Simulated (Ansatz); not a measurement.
Start from `[NH2][Al]([OH])[SH]` and change one atom or group to get `C[CH2][Al]([NH2])[OH]`.

Ansatz, PBE0-D4/def2-TZVP geometries, multiplicity 1. Each molecule was computed in one conformer, which needn't be the lowest.

```json
{"property": "ideal-gas entropy at 298 K and 1 bar (rigid rotor, harmonic PBE0-D4/def2-TZVP) / J/(mol·K)", "`[NH2][Al]([OH])[SH]`": "341"}
{"property": "zero-point energy (PBE0-D4/def2-TZVP) / kJ/mol", "`[NH2][Al]([OH])[SH]`": "127.8"}
{"property": "HOMO–LUMO gap (PBE/def2-TZVPP) / eV", "`[NH2][Al]([OH])[SH]`": "4.91"}
{"property": "size of the dipole moment (ωB97M-V/def2-TZVPP) / D", "`[NH2][Al]([OH])[SH]`": "2.62"}
{"property": "HOMO energy (B3LYP/def2-TZVPP) / eV", "`[NH2][Al]([OH])[SH]`": "-7.01"}
{"property": "HOMO–LUMO gap (B3LYP/def2-TZVPP) / eV", "`[NH2][Al]([OH])[SH]`": "6.48"}
```

(1) Give the same properties after the change, and the shifts. (Estimate.)

Answers

(1) The calculation gave: 
```
                                                                                  property  `C[CH2][Al]([NH2])[OH]`  shift
ideal-gas entropy at 298 K and 1 bar (rigid rotor, harmonic PBE0-D4/def2-TZVP) / J/(mol·K)                      371     30
                                            zero-point energy (PBE0-D4/def2-TZVP) / kJ/mol                    273.1  145.3
                                                       HOMO–LUMO gap (PBE/def2-TZVPP) / eV                     5.15   0.24
                                        size of the dipole moment (ωB97M-V/def2-TZVPP) / D                     1.71  -0.91
                                                       HOMO energy (B3LYP/def2-TZVPP) / eV                    -7.02  -0.01
                                                     HOMO–LUMO gap (B3LYP/def2-TZVPP) / eV                     6.82   0.34
```

The zero-point energy changes by 145.3 kJ/mol with +15 modes. Dipoles are sizes alone; their direction can turn. Modes under 60 cm⁻¹, often nearly free rotors, make the harmonic entropy too high.

B3LYP here is the variant with VWN-RPA as its local correlation; programs differ in this.
